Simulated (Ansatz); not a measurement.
`CCCCCCCCCCCC[Si](C)(C)Cl`. Charge 0, multiplicity 1. Geometry PBE-D4/def2-SVP.

```csv
atom,x (Å),y (Å),z (Å)
C1,1.440,-0.908,-7.219
C2,0.633,-1.423,-6.025
C3,0.368,-0.355,-4.958
C4,-0.433,-0.868,-3.757
C5,-0.792,0.204,-2.717
C6,0.403,0.923,-2.068
C7,1.422,0.005,-1.372
C8,0.849,-0.908,-0.278
C9,0.177,-0.169,0.885
C10,-0.296,-1.102,2.005
C11,-1.030,-0.404,3.160
C12,-0.168,0.583,3.964
Si13,-1.027,1.387,5.442
C14,0.115,2.610,6.304
C15,-1.697,0.104,6.647
Cl16,-2.679,2.469,4.695
H17,1.615,-1.703,-7.973
H18,2.433,-0.526,-6.900
H19,0.916,-0.073,-7.729
H20,1.165,-2.281,-5.555
H21,-0.339,-1.834,-6.379
H22,1.343,0.060,-4.615
H23,-0.173,0.502,-5.422
H24,0.130,-1.696,-3.270
H25,-1.374,-1.334,-4.125
H26,-1.443,0.968,-3.198
H27,-1.420,-0.260,-1.925
H28,0.937,1.525,-2.835
H29,0.013,1.666,-1.338
H30,2.222,0.639,-0.929
H31,1.933,-0.625,-2.133
H32,1.672,-1.539,0.126
H33,0.123,-1.625,-0.723
H34,-0.695,0.414,0.513
H35,0.889,0.584,1.292
H36,0.578,-1.662,2.411
H37,-0.968,-1.873,1.567
H38,-1.434,-1.182,3.844
H39,-1.919,0.135,2.763
H40,0.205,1.405,3.314
H41,0.742,0.070,4.357
H42,-0.407,3.120,7.138
H43,1.001,2.084,6.719
H44,0.472,3.384,5.596
H45,-2.208,0.595,7.500
H46,-2.427,-0.566,6.151
H47,-0.870,-0.519,7.048
```

Single mean-field runs in def2-TZVP are fitted with def2-universal-jkfit.

(1) Estimate the orbital energies around the gap (eV) in Ansatz with HF/STO-3G, PBE-D4/def2-SVP, revPBE-D4/def2-TZVP, PBE0-D4/def2-SVP, CAM-B3LYP-D4/def2-TZVP.

Results:

(1) 
```
orbital  HF/STO-3G  PBE-D4/def2-SVP  revPBE-D4/def2-TZVP  PBE0-D4/def2-SVP  CAM-B3LYP-D4/def2-TZVP
HOMO−13     -12.19            -8.19                -8.20             -9.66                  -11.12
HOMO−12     -11.95            -8.18                -8.20             -9.65                  -11.10
HOMO−11     -11.59            -7.93                -7.97             -9.40                  -10.89
HOMO−10     -11.52            -7.86                -7.89             -9.31                  -10.78
 HOMO−9     -11.42            -7.73                -7.76             -9.17                  -10.64
 HOMO−8     -11.29            -7.58                -7.62             -9.01                  -10.49
 HOMO−7     -11.08            -7.53                -7.56             -8.95                  -10.42
 HOMO−6     -10.91            -7.46                -7.51             -8.89                  -10.37
 HOMO−5     -10.85            -7.39                -7.42             -8.81                  -10.25
 HOMO−4     -10.72            -7.22                -7.23             -8.61                  -10.05
 HOMO−3     -10.69            -7.12                -7.14             -8.51                   -9.94
 HOMO−2     -10.45            -7.05                -7.07             -8.43                   -9.86
 HOMO−1      -9.55            -6.77                -6.90             -8.17                   -9.67
   HOMO      -9.35            -6.57                -6.63             -7.91                   -9.34
   LUMO       9.47             0.58                 0.15              1.41                    1.57
 LUMO+1      12.45             0.63                 0.36              1.57                    1.82
 LUMO+2      13.71             0.74                 0.43              1.61                    2.03
 LUMO+3      13.93             1.06                 0.60              1.92                    2.18
 LUMO+4      15.18             1.22                 0.74              2.09                    2.34
 LUMO+5      15.53             1.32                 0.88              2.19                    2.40
```
